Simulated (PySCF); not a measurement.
## HAsO₂ + 3 HF → AsF₃ + 2 H₂O

Level: PBE0 in the def2-TZVP basis family, all electrons, no relativity, computed in PySCF with density fitting; open shells unrestricted.

```tsv
species	state and structure	E (Eh)	ZPE (kJ/mol)	H(298 K) − H(0) (kJ/mol)	S° (J/(mol K))
HAsO₂	singlet, C2v, As–H 1.517 Å, As–O 1.604 Å (×2); H–As–O 113.7° (×2), O–As–O 132.6°	-2386.49138	35.2	12.0	266.6
HF	singlet, C∞v, H–F 0.920 Å	-100.39188	24.9	8.7	173.6
AsF₃	singlet, C3v, As–F 1.715 Å (×3); F–As–F 95.9° (×3)	-2535.07144	18.0	14.2	289.0
H₂O	singlet, C2v, O–H 0.960 Å (×2); H–O–H 105.1°	-76.37736	56.5	9.9	188.7
```

Question: What is the electronic reaction energy?

Answer: At PBE0/def2-TZVP, ΔE = -417.8 kJ/mol from the differences of the total energies times 2625.5, downhill. Ligand exchange with HF takes part in thermal etching.

Question: Add zero-point, thermal and entropy terms for 298.15 K and 1 bar.

Answer: ΔZPE = 21.1 and Δ[H(298) − H(0)] = -4.1 kJ/mol give ΔH° = -400.8 kJ/mol. ΔS° = -121.0 J/(mol K), so ΔG° = -400.8 − 298.15 × (-0.1210) = -365 kJ/mol.

Only the bonding shown was studied: isomers, or loss of a ligand pair, can lie lower.
